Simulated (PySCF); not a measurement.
**Structure elucidation problem**

The spectra below were simulated for a compound C$_{6}$H$_{12}$AlOP.

1H NMR (500 MHz, computed): δ 4.07 (m, 2H), 3.79 (br, 3H), 3.67 (m, 2H), 2.90 (m, 1H), 2.02 (m, 2H), 1.68 (m, 2H).

13C{1H} NMR (computed): δ 103.1 (CH), 78.8 (C), 66.8 (CH2, 2C), 28.1 (CH2, 2C).

One averaged value for each set of equivalent atoms, non-relativistic, a single conformation, no solvent. Shieldings: GIAO B3LYP/pcSseg-1; PBE0-D3(BJ)/def2-SVP geometry; PySCF.

Scale: 1H (σref 31.38) and 13C (σref 179.24) vs TMS (reference shieldings calculated alike).

Question: What is the structure?

Answer: 
4 carbon signals for 6 carbons: some carbons are equivalent by symmetry or fast rotation. Carbon types of the structure: 1 × C, 1 × CH, 4 × CH2, leaving 3 H on heteroatoms. δC 103.1: terminal alkyne carbon; the triple bond shields along its axis, which puts it between sp3 and sp2 carbons. δC 78.8: alkyne carbon; the triple bond shields along its axis, which puts it between sp3 and sp2 carbons. δC 66.8: sp3 CH2 bonded to O; pulled downfield by the heteroatom. δH 4.07, 3.67: hydrogen on an sp3 CH2 bonded to O; its carbon carries O, which withdraws density. δH 3.79: hydrogen on an aluminium bonded to P. δH 2.90: hydrogen on a terminal alkyne carbon; it lies on the axis of the triple bond, in its shielding cone. δH 2.02, 1.68: hydrogen on an sp3 CH2 bonded to P.

These data were computed for `C#C[P+]1([AlH3-])CCOCC1`.

The data come from this structure; uniqueness wasn't tested.

Hydrides on Al or Ga are broadened by the quadrupolar metal nucleus. Splittings by 31P in the carbon and heteronuclear signals aren't shown, as no couplings were computed. Shifts are as computed. Against solution values, carbons near 30 ppm lie about +2 ppm off and those near 130 ppm about +6 ppm. Of 1313 compounds with measured shifts, 239 miss one by over three times the rms of a fit or turn the order of signals round; such compounds aren't used in these exercises. No couplings were computed; multiplicities are counted from neighbouring protons, with m where these are inequivalent, close in shift, in a saturated or five-membered ring or joined by F or P, and br s for small geminal =CH2 splittings.
